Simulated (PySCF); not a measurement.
Computed IR spectrum (relative IR intensity) of a molecule C2H10FNSi2. Geometry optimised at B3LYP-D3(BJ)/def2-SVP. The values are those of a single conformer. Level of theory: PySCF with B3LYP-D3(BJ)/def2-SVP. Frequencies are harmonic and unscaled.

Lines under 2 % of the strongest are left out, and lines within 2 cm⁻¹ are merged.

ν (cm⁻¹): 272 (m), 282 (vw), 297 (w), 465 (w), 523 (vw), 595 (w), 646 (m), 685 (w), 742 (w), 753 (m), 788 (s), 810 (m), 852 (s), 857 (w), 898 (w), 930 (s), 961 (vs), 968 (m), 1026 (m), 1072 (s), 1079 (vw), 1381 (vw), 1461 (vw), 1639 (w), 2197 (m), 2235 (s), 2242 (s), 2246 (s), 2917 (m), 3045 (w) (against the strongest line: vs over 80 %, s over 45 %, m over 15 %, w over 4 %, vw less)

### Question
Which molecule gave these data?
A. C[Si@H](N)[SiH2]CF
B. NC[SiH2]C[SiH2]F
C. C[Si@H](CF)[SiH2]N
D. NC[Si@@H](F)C[SiH3]

### Answer
B, NC[SiH2]C[SiH2]F
